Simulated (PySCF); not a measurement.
**Field gradients at the hydrogen positions**

Species: C4H7F3OSi2.
Z-matrix (Å and degrees, GFN2-xTB geometry), rows numbered from 1:
```
C 
C   1  1.3277
Si  2  1.8753  1  123.52
C   3  1.9417  2  111.27  1   -36.23
O   4  1.2162  3  115.69  2    50.97
Si  4  1.9417  3  124.67  2  -128.59
C   3  1.9511  2  105.82  1  -152.88
F   7  1.3513  3  113.12  2    63.27
F   7  1.3504  3  112.68  2  -176.74
F   7  1.3480  3  112.82  2   -56.86
H   1  1.0787  2  122.20  3   179.87
H   1  1.0774  2  121.52  3     0.51
H   2  1.0852  1  118.80  3  -179.92
H   3  1.4632  2  116.34  1    91.49
H   6  1.4597  4  105.63  3    64.69
H   6  1.4582  4  106.98  3  -175.18
H   6  1.4606  4  105.63  3   -55.00
```

Level: PBE0/pcSseg-1 (PySCF, non-relativistic); Q(2H) = 0.00286 b; rigid geometry, the same for H and D, with no vibrational averaging.

Question: Rank these positions by the coupling χzz of a deuteron there, largest first.
A. H15 (Si–H hydrogen)
B. H11 (vinylic hydrogen)
C. H13 (vinylic hydrogen)

Answer: B (223 kHz), C (216 kHz), A (110 kHz).

Question: Tabulate Vzz, the asymmetry η and χzz = 234.96 MHz × Q × Vzz for every hydrogen position.

Answer: 
```csv
atom,bonded to,bond length (Å),Vzz (au),η,χzz (kHz)
H11,C1,1.079,0.3311,0.03,223
H12,C1,1.077,0.3247,0.04,218
H13,C2,1.085,0.3210,0.05,216
H14,Si3,1.463,0.1603,0.02,108
H15,Si6,1.460,0.1634,0.02,110
H16,Si6,1.458,0.1651,0.01,111
H17,Si6,1.461,0.1629,0.02,109
```

Question: Average by the element that carries the hydrogen.

Answer: on C: 219 kHz over 3 positions, mean bond length 1.080 Å; on Si: 109 kHz over 4 positions, mean bond length 1.460 Å.

Geometry: GFN2-xTB, one conformer, isolated molecule. GFN2-xTB bond lengths can be off by several hundredths of an ångström, more for odd bonds, and the gradients follow them. With a basis this small, the couplings can be 20 % off.

These values come from a run that also computed NMR shieldings. On one thread of an Intel Xeon at 2.50 GHz, no GPU, on a shared host, this took 3.2 min wall, 2.1 min CPU and 1.0 GiB of memory at its peak.
